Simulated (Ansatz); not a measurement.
Geometry optimisation, RHF/def2-SVP (Ansatz).

The input (input.yaml):

```yaml
crystal:
  periodic: [false, false, false]
  atoms:
    - { symbol: B, position_ang: [0.0, 0.0, 0.0] }
    - { symbol: F, position_ang: [0.0, 0.0, 1.67] }
    - { symbol: H, position_ang: [1.0305, 0.0, -0.595] }
    - { symbol: "N", position_ang: [-1.3423, 0.0, -0.775] }
    - { symbol: H, position_ang: [-2.0112, -0.8164, -0.6764] }
    - { symbol: H, position_ang: [-1.5914, 0.8164, -1.4036] }
    - { symbol: "N", position_ang: [-0.2314, 1.7403, 0.5833] }
    - { symbol: H, position_ang: [-1.1621, 2.2275, 0.4417] }
    - { symbol: H, position_ang: [0.5667, 2.2503, 1.0593] }
    - { symbol: H, position_ang: [-0.1415, 1.0645, 1.5337] }
basis:
  gaussian: { orbitals: def2-SVP }
hamiltonian:
  xc: hf
relax:
  f_tol: 0.15
  max_steps: 25
  restrain:
    - { distance: [0, 6], at: 1.55, k: 30.0 }
    - { distance: [9, 1], at: 0.92, k: 30.0 }
    - { distance: [0, 1], at: 2.52, k: 30.0 }
    - { distance: [9, 6], at: 2.26, k: 30.0 }
```

Run as:

```bash
$ ansatz run input.yaml --threads 1 --pin off --max-ram 2048MiB --backend cpu --events-out ev --progress --plain --runs-dir out
```

Where does it end, and by what steps?

It converged. The restraints hold the end off the free minimum. After 11 steps the energy has fallen by 4.360 eV (the restraints' own energy left out); H6 moved furthest, 0.95 Å. Parted: N7–H10 (1.17 → 2.25 Å).

```csv
step,energy less start (eV),largest force component (eV/Å),accepted
0,0.0000,6.899,yes
1,-1.1785,5.473,yes
2,-2.2617,4.645,yes
3,-3.0813,1.909,yes
4,-3.5652,1.465,yes
5,-3.9358,1.749,yes
6,-4.1474,1.781,yes
7,-4.2784,1.479,yes
8,-4.3286,1.693,yes
9,-4.3348,1.735,yes
10,-4.3500,1.911,yes
11,-4.3598,1.681,yes
```

```xyz
10
Properties=species:S:1:pos:R:3
B -0.134 0.578 -0.275
F -0.280 -0.376 2.072
H 0.895 -0.029 -0.365
N -1.317 0.061 -0.819
H -1.375 -0.884 -1.129
H -2.203 0.513 -0.741
N -0.099 1.926 0.365
H -0.848 2.567 0.193
H 0.784 2.394 0.415
H -0.306 0.532 2.121
```

Run time: 23 s on 1 thread of Arm Neoverse V1 (shared host), peak memory 0.14 GiB.
